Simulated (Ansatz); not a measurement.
Cost and result for the atomization energy of C3H10SSi (`CC[SiH2]CS`) (15 atoms, 14 bonds).

Cartesian coordinates in Å:
```
C 0.2108 1.5288 -0.9923
C -0.2691 0.1047 -1.2588
Si -1.0066 -0.7360 0.2468
C 0.1884 -0.7150 1.7015
S 1.7735 -1.5108 1.3226
H 1.0054 1.5534 -0.2412
H -0.6011 2.1615 -0.6239
H 0.6061 1.9972 -1.8971
H 0.5482 -0.5144 -1.6437
H -1.0343 0.1012 -2.0429
H -2.2454 -0.0081 0.6545
H -1.3610 -2.1476 -0.0599
H 0.3500 0.2914 2.0940
H -0.2376 -1.3080 2.5151
H 2.0727 -0.7983 0.2253
```

The species carries charge 0 and has multiplicity 1. The geometry is a stationary point of PBE0-D4/def2-TZVP. It is one conformer, not always the lowest. Program: Ansatz. All runs use 2 threads of an AMD EPYC 7R13 on a shared host and a share of an NVIDIA H100 80 GB. Times are those of one run each, without the atoms' runs, and a repeat can differ threefold. Electronic energies, without spin–orbit coupling; frozen cores. CCSD(T)/CBS adds CCSD(T) − MP2 in def2-TZVPP to the MP2 limit, and its time is that of the two runs behind it. T1 = 0.010. B3LYP takes the VWN-RPA correlation (the form of Gaussian; ORCA's B3LYP/G).

CCSD(T)/CBS is a level of theory with its own doubt, some kJ/mol a heavy atom from the limit and from the frozen cores, so smaller differences don't rank the functionals.

```csv
level,functions,wall time,atomization (kcal/mol),difference from CCSD(T)/CBS,per bond
PBE0-D4/def2-TZVPP,317,2.1 s,1283.0,1.8,0.1
PBE-D4/def2-TZVPP (with forces),317,2.3 s,1293.4,12.2,0.9
B3LYP-D4/def2-TZVPP (with forces),317,2.7 s,1280.3,-0.9,-0.1
B2PLYP/def2-TZVPP,317,2.9 s,1264.5,-16.7,-1.2
r2SCAN-D4/def2-TZVPP (with forces),317,2.9 s,1282.6,1.4,0.1
ωB97X-V/def2-TZVPP,317,3.1 s,1285.7,4.5,0.3
ωB97M-V/def2-TZVPP (with forces),317,3.6 s,1285.6,4.4,0.3
MP2/def2-QZVPP,611,4.2 s,1274.6,-6.6,-0.5
CCSD(T)/def2-TZVPP,317,4.9 s,1251.5,-29.7,-2.1
CCSD(T)/CBS(def2),–,9.1 s,1281.2,0.0,0.0
```

The D4 term adds +13.3 kcal/mol with B3LYP and +7.1 kcal/mol with PBE0; it sums over pairs of atoms, weighted by their polarisabilities, and B3LYP, whose exchange is more repulsive, gets the larger term. From PBE to PBE0 (25 % exact exchange), in def2-TZVPP and without D4, the atomization energy moves by −9.2 kcal/mol: exact exchange takes away binding that semilocal exchange gives to molecules. In def2-TZVPP, CCSD(T) changes the Hartree–Fock value by +288.3 kcal/mol (the triples alone add +14.8 kcal/mol) and MP2 by +293.9 kcal/mol; breaking electron pairs costs correlation energy, which Hartree–Fock lacks.
